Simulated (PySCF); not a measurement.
# Co+: excitation energy

Co+ [Ar] 3d8 (3F) → Co+ [Ar] 3d7 4s1 (5F), as a difference of total energies. Calculation: PySCF 2.14, in aug-cc-pVTZ (8s7p5d3f2g, 93 functions); no relativity, point nucleus. Correlated levels: valence: [Ar] frozen. The calculations carry no spin-orbit coupling.

```tsv
method	excitation energy (cm⁻¹)	difference from reference (cm⁻¹)
UHF	-9293.5	-12751
MP2 (valence)	7236.6	+3779
SCS-MP2 (valence)	8189.8	+4732
CCSD (valence)	3116.8	-341
CCSD(T) (valence)	4099.3	+642
```

Reference: 3457.5 cm⁻¹ (measured; NIST levels, between the centres of gravity of the two terms).

These non-relativistic numbers lack the scalar-relativistic shift.

Errors of the correlated levels include the incompleteness of this basis and the frozen core.
